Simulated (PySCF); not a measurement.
A side-by-side comparison of computed properties.

First species: C7H14Si.
Numbering: `[CH3:1][CH:2]([CH3:3])[SiH:4]1[CH2:5][CH:6]=[CH:7][CH2:8]1` (hydrogens: H9, H10, H11 on C1; H12 on C2; H13, H14, H15 on C3; H16 on Si4; H17, H18 on C5; H19 on C6; H20 on C7; H21, H22 on C8)

Second species: C₅H₁₀N₂.
SMILES: `CN[C@H]1C=NCC1`

Levels: B3LYP/def2-SVPD for HOMO energy, LUMO energy, HOMO–LUMO gap and static isotropic polarisability; TDDFT B3LYP/def2-SVPD for lowest singlet excitation; TDA B3LYP/def2-SVPD for lowest triplet excitation (Tamm–Dancoff); ΔSCF B3LYP/def2-SVPD for vertical ionisation energy. Geometries: PBE0-D3(BJ)/def2-SVP. Each structure is a single optimised conformer of the isolated species, non-relativistic unless stated; the electronic structure was computed with PySCF and density fitting.

Values for the first species:

* HOMO energy: -6.76 eV
* LUMO energy: 0.27 eV
* HOMO–LUMO gap: 7.03 eV
* Lowest singlet excitation: 6.29 eV
* Lowest triplet excitation (Tamm–Dancoff): 4.33 eV
* Static isotropic polarisability: 108.4 au
* Vertical ionisation energy: 8.83 eV

(1) Estimate the same properties for the second species, and the change in each.

Answers

(1) 
```json
{"property": "HOMO energy", "first": "-6.76 eV", "second": "-6.18 eV", "second less first": "+0.58 eV"}
{"property": "LUMO energy", "first": "0.27 eV", "second": "-0.46 eV", "second less first": "-0.73 eV"}
{"property": "HOMO–LUMO gap", "first": "7.03 eV", "second": "5.72 eV", "second less first": "-1.31 eV"}
{"property": "lowest singlet excitation", "first": "6.29 eV", "second": "4.59 eV", "second less first": "-1.70 eV"}
{"property": "lowest triplet excitation (Tamm–Dancoff)", "first": "4.33 eV", "second": "4.01 eV", "second less first": "-0.32 eV"}
{"property": "static isotropic polarisability", "first": "108.4 au", "second": "74.6 au", "second less first": "-33.8 au"}
{"property": "vertical ionisation energy", "first": "8.83 eV", "second": "8.34 eV", "second less first": "-0.49 eV"}
```

On the first: No computed singlet falls in the visible range (750 to 380 nm, 1.65 to 3.26 eV); S1 lies 3.03 eV above its blue end. The ΔSCF ionisation energy exceeds −ε(HOMO) by 2.07 eV with B3LYP.

On the second: S1 lies 1.13 eV below the HOMO–LUMO gap; its leading configuration is HOMO→LUMO, weight 0.95. In wavenumbers S1 is 37000 cm⁻¹ (1 eV = 8065.54 cm⁻¹).
